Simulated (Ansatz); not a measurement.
Gas-phase electronic energies from Ansatz, PBE0-D4/def2-TZVP geometries. CCSD(T)/CBS adds triple-zeta CCSD(T) − MP2 to the extrapolated MP2 energy (def2 sets, frozen cores). DFT in def2-TZVPP. For Ge outer-core shells are correlated without core-valence functions, which leaves a few kJ/mol of doubt a bond. Scalar relativity is left out up to krypton.

`F[SiH](F)[SiH3]` + `C[NH][GeH3]` → `[SiH3][NH][GeH3]` + `C[SiH](F)F`  (redistribution)

```tsv
level	ΔE (eV)
LC-ωPBE	-1.64
HF/def2-QZVPP	-1.81
```

Task: What does CCSD(T)/CBS give? (Estimate.)

Result: Computed: -1.71 eV. The listed levels differ from it by 0.07, -0.10 eV.

Largest T1 diagnostic among the species: 0.013.

From r2SCAN to r2SCAN0 (25 % exact exchange), in def2-TZVPP and without D4, ΔE moves by −0.05 eV. At CCSD(T), def2-SVP lies +0.18 eV from the extrapolated value and def2-TZVPP +0.01 eV. Leaving LDA and LC-ωPBE aside and taking each functional with its dispersion term where it has one, the values, not all of them listed here, spread over 0.30 eV, from ωB97M-V to revPBE-D4. LDA lies −0.06 eV from PBE without D4.
